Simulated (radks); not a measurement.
Question: The mean radii <r> (bohr) of the occupied orbitals of an atom or ion are listed with their occupations. Calculated with a radial shooting solver on a logarithmic mesh with Libxc functionals: Dirac Kohn-Sham, PBE, spin-unpolarised, spherical densities, point nucleus.

orbital  occ.      <r>
1s1/2       2  0.02558
2s1/2       2   0.1093
2p1/2       2  0.09193
2p3/2       4  0.09793
3s1/2       2   0.2916
3p1/2       2   0.2815
3p3/2       4   0.2934
3d3/2       4   0.2644
3d5/2       6   0.2681
4s1/2       2   0.6738
4p1/2       2   0.6969
4p3/2       4   0.7240
4d3/2       4   0.7945
4d5/2       6   0.8044
5s1/2       2    1.633
5p1/2       2    1.842
5p3/2       4    1.920

Name the element and its charge. Open shells, if any, fill j = l - 1/2 first.

Answer: Z = 56, barium, charge +2: Ba2+ in [Xe]. The 1s radius gives Z: for a bare nucleus <r> = (2 gamma + 1)/(2Z) with gamma = sqrt(1 - (Z/c)^2), 0.02523 bohr for Z = 56, and screening makes it slightly larger (0.02558 here). The occupations add up to 54, and the charge is Z minus that.
